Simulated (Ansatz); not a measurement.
`[SiH3]N[SiH2]O[SiH3]`, relaxed with RKS PBE-D4/def2-SVP in the Gaussian-basis code of Ansatz from a rough embedded geometry. The force threshold is 0.03 eV/Å; the program also tests the step.

The species carries charge 0 and has multiplicity 1.

Start:

```xyz
14

Si   -1.639    1.188   -1.240
N    -1.761    0.115   -0.025
Si   -0.376    0.169    0.901
O     0.753   -0.769    0.270
Si    2.306   -1.298    0.468
H    -1.589    2.620   -0.774
H    -2.884    1.066   -2.073
H    -0.483    0.920   -2.120
H    -1.898   -0.814   -0.378
H     0.117    1.541    1.134
H    -0.757   -0.425    2.240
H     2.356   -1.993    1.796
H     3.180   -0.103    0.435
H     2.676   -2.219   -0.633
```

Q: By how much does the energy fall, and how many steps does the optimiser take? (Estimate.)

A: Ansatz gave: 96.84 kJ/mol, in 15 steps.

Q: Which bonds change most? (An estimate is asked.)

A: The calculation gave: Si1–N2 from 1.625 to 1.758 Å; Si3–O4 from 1.597 to 1.677 Å; N2–Si3 from 1.667 to 1.738 Å; Si1–H8 from 1.477 to 1.509 Å.

Q: Give the relaxed structure. (Estimate.)

A: The calculation gave: 
```xyz
14

Si   -1.836    1.302   -1.513
N    -1.638    0.113   -0.234
Si   -0.360    0.012    0.940
O     0.975   -0.801    0.332
Si    2.540   -1.281    0.675
H    -0.992    2.487   -1.135
H    -3.281    1.715   -1.630
H    -1.399    0.807   -2.870
H    -2.235   -0.719   -0.302
H     0.045    1.412    1.297
H    -0.874   -0.752    2.128
H     2.577   -2.139    1.913
H     3.428   -0.083    0.892
H     3.052   -2.073   -0.493
```
